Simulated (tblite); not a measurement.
C₇H₉NS.
SMILES with atom numbers: `[SH:1][CH2:2][CH2:3][c:4]1[cH:5][cH:6][n:7][cH:8][cH:9]1` (hydrogens: H10 on S1; H11, H12 on C2; H13, H14 on C3; H15 on C5; H16 on C6; H17 on C8; H18 on C9)

Geometry (GFN2-xTB, Å), atoms numbered from 1 in this order:
```
atom  x, y, z in Å
S1    -2.6132    1.0474    0.6595
C2    -2.1933   -0.4952   -0.2263
C3    -1.0130   -0.3229   -1.1816
C4     0.2627   -0.0853   -0.4276
C5     0.8727   -1.1186    0.2769
C6     2.0211   -0.8475    1.0014
N7     2.5798    0.3496    1.0595
C8     2.0072    1.3312    0.3858
C9     0.8531    1.1716   -0.3660
H10   -1.4580    1.1555    1.3134
H11   -3.0978   -0.7531   -0.7761
H12   -1.9934   -1.2663    0.5181
H13   -0.9232   -1.2347   -1.7784
H14   -1.2152    0.5130   -1.8535
H15    0.4597   -2.1162    0.2565
H16    2.5211   -1.6246    1.5648
H17    2.4980    2.2932    0.4559
H18    0.4228    2.0094   -0.8937
```

Calculated harmonic vibrations of the isolated species, GFN2-xTB (tblite), most abundant isotopes, no scaling. This tight-binding method is rough: wavenumbers can miss measured ones by several per cent, in bad cases by 10 to 20. Modes of hydrogen on sulfur can be 10 to 20 % off. One conformer, not necessarily the lowest.

Harmonic wavenumbers (cm⁻¹): 36.6, 58.9, 136.7, 205.4, 232.8, 333.4, 344.4, 352.4, 485.6, 555.1, 631.6, 677.9, 703.5, 742.3, 791.4, 818.8, 887.8, 915.4, 925.7, 937.6, 972.0, 1011.0, 1038.0, 1099.5, 1109.3, 1127.4, 1174.8, 1206.5, 1231.6, 1261.0, 1275.3, 1287.3, 1315.8, 1386.0, 1439.4, 1464.9, 1476.1, 1566.3, 1586.0, 2430.5, 2960.4, 2979.4, 2997.4, 3007.0, 3057.5, 3058.9, 3082.8, 3088.2.

A = 2787, B = 846.2, C = 773.3 MHz; mass 139.046 u (most abundant isotopes); point group C1, symmetry number 1.

Task: Zero-point energy?

Result: Half the sum of the wavenumbers: 30732 cm⁻¹ = 367.64 kJ/mol.

Task: What is S at 273.15 K and 1 bar for an ideal gas of classical rigid rotors and harmonic oscillators?

Result: Translation 168.58, rotation 122.57, vibration 93.28: S = 384.4 J/(mol K).

Task: And Cp and H(273.15 K) − H(0)?

Result: Cp = 134.86 J/(mol K), of which vibrations give 101.60 (their classical limit is 48 R = 399.1); H(273.15 K) − H(0) = 22.36 kJ/mol without the zero-point energy, 13.28 from vibrations.

Task: Which modes carry the vibrational entropy at 273.15 K?

Result: 36.6 cm⁻¹: 22.01; 58.9 cm⁻¹: 18.08; 136.7 cm⁻¹: 11.22; 205.4 cm⁻¹: 8.05; 232.8 cm⁻¹: 7.12; 333.4 cm⁻¹: 4.62 J/(mol K); the other 42 give 22.16 together.

Task: What must be added to the electronic energy to get the Gibbs energy at 273.15 K and 1 bar?

Result: ZPE + [H(273.15 K) − H(0)] − T·S = 367.64 + 22.36 − 105.01 = 284.99 kJ/mol.

Hindered rotation and anharmonicity are outside this model. Other conformers, if any are populated, would add a mixing term that is left out. The structure is chiral; the term R ln 2 for an equal mix with its mirror image is left out.

The run took 0.77 s of wall time on one thread, Intel Xeon Platinum 8488C (x86_64), shared host with 192 logical CPUs at a one-minute load of 122. The figure is for the frequency step alone.
